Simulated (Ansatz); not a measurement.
Compare A (`C[NH][AlH][OH]`) with its isomer B (`C[O][AlH][NH2]`).

Program: Ansatz. Geometries: PBE0-D4/def2-TZVP. ΔE: electronic, gas phase. CCSD(T)/CBS adds triple-zeta CCSD(T) − MP2 to the extrapolated MP2 energy (def2 sets, frozen cores). This one scheme is used for every species. Functionals use def2-TZVPP. One conformer a species, not always the lowest.

Question: Which isomer does CCSD(T)/CBS put lower? Give the gap. (Estimate.)

Answer: Ansatz gave: A, by 17.1 kJ/mol.

Question: Give E(B) − E(A) in kJ/mol with MP2/def2-TZVPP, CCSD(T)/def2-TZVPP, CCSD/def2-TZVPP, HF/def2-TZVPP, ωB97M-V, CCSD(T)/def2-SVP, PBE-D4. (Estimate.)

Answer: The calculation gave: MP2/def2-TZVPP 19.0, CCSD(T)/def2-TZVPP 16.3, CCSD/def2-TZVPP 15.2, HF/def2-TZVPP 6.1, ωB97M-V 14.4, CCSD(T)/def2-SVP 13.3, PBE-D4 16.4. None reverses the order clearly.

Largest T1 diagnostic: 0.011.

Leaving LDA and LC-ωPBE aside and taking each functional with its dispersion term where it has one, the values, not all of them listed here, spread over 6.2 kJ/mol, from BHLYP-D4 to revPBE-D4. At CCSD(T), def2-SVP lies −3.8 kJ/mol from the extrapolated value and def2-TZVPP −0.8 kJ/mol.
